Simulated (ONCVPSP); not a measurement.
**Cutoff test, P (Z = 15), ONCV**

```json
{
  "Element": "phosphorus",
  "Generator": "ONCVPSP 4.0.1",
  "Type": "optimised norm-conserving Vanderbilt (ONCV)",
  "Functional": "PBE",
  "Relativity": "scalar-relativistic",
  "Frozen core": "[Ne]",
  "Valence charge": "5",
  "Reference configuration": "3s2 3p3",
  "Partial waves": "3s: rc 1.65 bohr, ncon 4, nbas 7, qcut 4.9 1/bohr, 1 projector; 3p: rc 1.65 bohr, ncon 4, nbas 8, qcut 5.6 1/bohr, 2 projectors, debl 3.2 Ha; d scattering state at 0.07 Ha: rc 1.55 bohr, ncon 3, nbas 8, qcut 5.5 1/bohr, 1 projector",
  "Local potential": "polynomial inside 0.95 bohr (lpopt 5, dvloc0 1 Ha)",
  "Core correction": "Teter function, fcfact 1.75, rcfact 1.35"
}
```

**Question.** For each optimised wave give the share of its norm inside rc, the residual kinetic energy above qcut (Ha) and the cutoffs (Ha) for errors of 10, 1, 0.1 and 0.01 mHa per electron.

**Answer.**

```csv
wave,norm inside rc,residual KE,10 mHa,1 mHa,0.1 mHa,0.01 mHa
3s,0.418,2.4e-04,7.0,10.2,17.9,39.6
3p,0.259,6.0e-06,3.0,5.1,11.8,15.0
p projector 2,0.120,1.6e-04,6.8,11.7,38.6,96.2
d projector 1,0.011,5.0e-05,2.8,8.3,13.6,47.8
```

The occupied waves need 10 Ha and 18 Ha for 1 and 0.1 mHa. Note: no bound ghost flagged; GHOST(+) flagged for s at 31.4 eV.
